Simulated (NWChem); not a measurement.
C₃H₄O₂S; SMILES C#CS(C)(=O)=O

Program: NWChem. Structure relaxed at the B3LYP/6-31G* (spherical d) level. Level SCAN/def2-SVP: energy and gradient on several grids; changes count from the extra-fine grid, which is no exact limit either.

```
grid     size of the energy change (μHa)  largest change of a gradient component (μHa/bohr)  time, medium = 1 (rough)
-------  -------------------------------  -------------------------------------------------  ------------------------
xcoarse                            20000                                               8000                   about 1
coarse                              7000                                               1000                   about 1
medium                              6000                                               2000                   about 1
fine                                 400                                               1000                   about 1
xfine                               < 10                                               < 30                         2
```
